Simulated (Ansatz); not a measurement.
`ClCCI` + H₂ → `CCI` + HCl  (hydrogenolysis of a C–Cl bond)

Gas-phase electronic energies from Ansatz, PBE0-D4/def2-TZVP geometries. CBS: MP2 limit from def2 TZ/QZ plus the TZ coupled-cluster correction, frozen cores. This one scheme is used for every species. Functionals use def2-TZVPP. Elements past krypton have def2 core potentials. For I outer-core shells are correlated without core-valence functions, which leaves a few kJ/mol of doubt a bond. Each species was taken in one conformer, which may not be the lowest.

```csv
level,ΔE (eV)
PBE,-0.81
MP2/def2-TZVPP,-0.79
CCSD/def2-TZVPP,-0.90
MP2/def2-QZVPP,-0.77
```

Task: What does CCSD(T)/CBS give? (Estimate.)

Result: Computed: -0.81 eV. The listed levels differ from it by 0.00, 0.02, -0.09, 0.04 eV.

Largest T1 diagnostic among the species: 0.008.

In def2-TZVPP, CCSD(T) changes the Hartree–Fock value by +0.16 eV (the triples alone add +0.05 eV) and MP2 by +0.21 eV. The D4 term adds +0.08 eV with B3LYP and +0.04 eV with PBE0; it sums over pairs of atoms, weighted by their polarisabilities, and B3LYP, whose exchange is more repulsive, gets the larger term.

B3LYP here is the variant with VWN-RPA as its local correlation; programs differ in this.
